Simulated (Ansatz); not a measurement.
`O[Si](F)(F)[SiH3]` + H₂ → `O[SiH](F)F` + SiH₄ at 400 K and 1 bar (hydrogenolysis of the Si–Si bond).

Isolated molecules relaxed with PBE0-D4/def2-TZVP in Ansatz; ΔE leaves out vibrations. CCSD(T)/CBS adds triple-zeta CCSD(T) − MP2 to the extrapolated MP2 energy (def2 sets, frozen cores). This one scheme is used for every species. One conformer a species, not always the lowest.

```csv
species,CCSD(T)/CBS energy (Eh),H − E (kJ/mol),S (J/(mol·K))
`O[Si](F)(F)[SiH3]`,-855.51273,154.9,397.5
H₂,-1.17544,38.0,139.0
`O[SiH](F)F`,-565.23707,100.0,320.8
SiH₄,-291.46306,96.9,218.6
```

H − E and S are ideal-gas, rigid-rotor, harmonic terms from PBE0-D4/def2-TZVP, for one conformer and one mirror image of each species. The MP2-based limit puts H₂ 0.8 mEh under its directly extrapolated value; such offsets cancel only in part. 1 Eh = 2625.50 kJ/mol, R = 8.31446 J/(mol·K).

Task: By hand: ΔE, ΔH, ΔS and ΔG.

Result: ΔE = (-565.23707) + (-291.46306) − (-855.51273) − (-1.17544) = -0.01196 Eh = -31.4 kJ/mol. Δ(H − E) = 100.0 + 96.9 − 154.9 − 38.0 = 4.0, so ΔH = -27.4 kJ/mol. ΔS = 320.8 + 218.6 − 397.5 − 139.0 = 2.9 J/(mol·K). ΔG = -27.4 − 400 × (2.9)/1000 = -28.6 kJ/mol.

Task: By hand: the equilibrium constant, and the temperature at which ΔG would vanish if ΔH and ΔS stayed fixed.

Result: log₁₀ K = −ΔG/(RT ln 10) = 3.7. ΔH and −TΔS have one sign here, so there is no such temperature. One of them is within its doubt of zero, so this could turn.

The number of gas molecules stays the same, so ΔS is small and ΔH decides. A doubt of 5 kJ/mol in ΔE shifts log₁₀ K by 0.7 here. Other conformers and mirror images would add mixing entropy, several J/(mol·K) or more a flexible species. These are equilibria of isolated gas molecules and say nothing of rates. Largest T1 diagnostic: 0.013 (customary marks: 0.02 for closed shells, 0.045 for open ones).
